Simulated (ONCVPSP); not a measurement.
# beryllium (Be): ONCV pseudisation with PBE, scalar-relativistic reference atom.

| Quantity | Value |
| --- | --- |
| Element | beryllium |
| Generator | ONCVPSP 4.0.1 |
| Type | optimised norm-conserving Vanderbilt (ONCV) |
| Functional | PBE |
| Relativity | scalar-relativistic |
| Frozen core | none |
| Valence charge | 4 |
| Reference configuration | 1s2 2s2 |
| Partial waves | 1s+2s: rc 0.95 bohr, ncon 4, nbas 8, qcut 13.9 1/bohr, 3 projectors, debl 3.1 Ha; p scattering state at 0.31 Ha: rc 0.95 bohr, ncon 3, nbas 6, qcut 10.4 1/bohr, 2 projectors, debl 1.6 Ha; d scattering state at 0.09 Ha: rc 0.75 bohr, ncon 4, nbas 8, qcut 12 1/bohr, local |
| Local potential | the d channel |
| Core correction | none |

* Cutoffs needed: 68 Ha and 79 Ha (the cutoffs (Ha) at which the residual kinetic energy of the hardest occupied pseudo-wave falls to 1 and 0.1 mHa per electron)
* Ghost test: no bound ghost flagged; no localised positive-energy state flagged
* Largest excitation error: +4.7 meV (all-electron minus pseudo) for 1s2 2s0 2p2, out of 4 test configurations
